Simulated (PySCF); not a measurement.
Sc²⁺ (scandium, charge +2) across methods

[Ar] 3d1, 2D determinant. Calculation: PySCF 2.14, in Sapporo-DKH3-DZP-2012 (6s5p3d1f, 43 functions); the spin-free X2C one-electron Hamiltonian (Gaussian nucleus).

```json
{"method": "B97-3", "E (hartree)": "-763.372", "mean ε 3p α (eV)": "-52.183", "mean ε 3p β (eV)": "-51.153", "mean ε 3d α (eV)": "-20.308", "Σ⟨r²⟩ (bohr²)": "16.26", "⟨S²⟩": "0.750"}
{"method": "TPSS", "E (hartree)": "-763.483", "mean ε 3p α (eV)": "-49.619", "mean ε 3p β (eV)": "-48.770", "mean ε 3d α (eV)": "-18.759", "Σ⟨r²⟩ (bohr²)": "16.29", "⟨S²⟩": "0.750"}
{"method": "M06-L", "E (hartree)": "-763.429", "mean ε 3p α (eV)": "-50.215", "mean ε 3p β (eV)": "-49.306", "mean ε 3d α (eV)": "-18.371", "Σ⟨r²⟩ (bohr²)": "16.23", "⟨S²⟩": "0.750"}
{"method": "UHF", "E (hartree)": "-762.62017", "mean ε 3p α (eV)": "-59.060", "mean ε 3p β (eV)": "-57.098", "mean ε 3d α (eV)": "-24.550", "Σ⟨r²⟩ (bohr²)": "16.28", "⟨S²⟩": "0.751"}
{"method": "wB97X", "E (hartree)": "-763.475", "mean ε 3p α (eV)": "-54.531", "mean ε 3p β (eV)": "-53.562", "mean ε 3d α (eV)": "-22.627", "Σ⟨r²⟩ (bohr²)": "16.22", "⟨S²⟩": "0.750"}
{"method": "PBE0", "E (hartree)": "-763.272", "mean ε 3p α (eV)": "-52.091", "mean ε 3p β (eV)": "-51.022", "mean ε 3d α (eV)": "-20.322", "Σ⟨r²⟩ (bohr²)": "16.29", "⟨S²⟩": "0.750"}
{"method": "PBE", "E (hartree)": "-763.228", "mean ε 3p α (eV)": "-49.378", "mean ε 3p β (eV)": "-48.565", "mean ε 3d α (eV)": "-18.664", "Σ⟨r²⟩ (bohr²)": "16.35", "⟨S²⟩": "0.750"}
{"method": "r2SCAN", "E (hartree)": "-763.417", "mean ε 3p α (eV)": "-50.266", "mean ε 3p β (eV)": "-49.286", "mean ε 3d α (eV)": "-18.888", "Σ⟨r²⟩ (bohr²)": "16.28", "⟨S²⟩": "0.751"}
```

Q: Estimate the same row for LDA.

A: E (hartree) = -761.456; mean ε 3p α (eV) = -49.450; mean ε 3p β (eV) = -48.657; mean ε 3d α (eV) = -18.603; Σ⟨r²⟩ (bohr²) = 16.38; ⟨S²⟩ = 0.750.
